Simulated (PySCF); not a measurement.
N⁺ (nitrogen, charge +1) across methods

[He] 2s2 2p1 3s1, high-spin 3P determinant (an excited configuration). Computed with PySCF 2.14 in aug-cc-pVDZ-DK (4s3p2d, 23 functions), with scalar relativity by spin-free X2C-1e.

```json
{"method": "UHF", "E (hartree)": "-53.23416", "mean ε 2s β (eV)": "-46.108", "mean ε 2p α (eV)": "-39.984", "mean ε 3s α (eV)": "-10.814", "Σ⟨r²⟩ (bohr²)": "21.33", "⟨S²⟩": "2.004"}
{"method": "BLYP", "E (hartree)": "-53.3897", "mean ε 2s β (eV)": "-39.796", "mean ε 2p α (eV)": "-30.990", "mean ε 3s α (eV)": "-8.715", "Σ⟨r²⟩ (bohr²)": "21.02", "⟨S²⟩": "2.001"}
{"method": "r2SCAN", "E (hartree)": "-53.3545", "mean ε 2s β (eV)": "-40.217", "mean ε 2p α (eV)": "-31.840", "mean ε 3s α (eV)": "-8.948", "Σ⟨r²⟩ (bohr²)": "21.24", "⟨S²⟩": "2.003"}
{"method": "wB97X", "E (hartree)": "-53.3795", "mean ε 2s β (eV)": "-44.494", "mean ε 2p α (eV)": "-35.805", "mean ε 3s α (eV)": "-10.927", "Σ⟨r²⟩ (bohr²)": "21.31", "⟨S²⟩": "2.002"}
{"method": "r2SCANh", "E (hartree)": "-53.3564", "mean ε 2s β (eV)": "-40.914", "mean ε 2p α (eV)": "-32.705", "mean ε 3s α (eV)": "-9.160", "Σ⟨r²⟩ (bohr²)": "21.23", "⟨S²⟩": "2.003"}
{"method": "M06-2X", "E (hartree)": "-53.3901", "mean ε 2s β (eV)": "-43.862", "mean ε 2p α (eV)": "-35.137", "mean ε 3s α (eV)": "-10.122", "Σ⟨r²⟩ (bohr²)": "21.18", "⟨S²⟩": "2.001"}
{"method": "LDA", "E (hartree)": "-52.9079", "mean ε 2s β (eV)": "-39.657", "mean ε 2p α (eV)": "-30.667", "mean ε 3s α (eV)": "-8.903", "Σ⟨r²⟩ (bohr²)": "21.07", "⟨S²⟩": "2.001"}
{"method": "PBE", "E (hartree)": "-53.3255", "mean ε 2s β (eV)": "-39.861", "mean ε 2p α (eV)": "-30.931", "mean ε 3s α (eV)": "-8.934", "Σ⟨r²⟩ (bohr²)": "21.16", "⟨S²⟩": "2.001"}
```

Question: Estimate the same row for PBE0.

Answer: E (hartree) = -53.3356; mean ε 2s β (eV) = -41.761; mean ε 2p α (eV) = -33.314; mean ε 3s α (eV) = -9.504; Σ⟨r²⟩ (bohr²) = 21.20; ⟨S²⟩ = 2.002.

The outer electron is Rydberg-like, and this basis confines it to a smaller radius and binds it less than a complete one would.
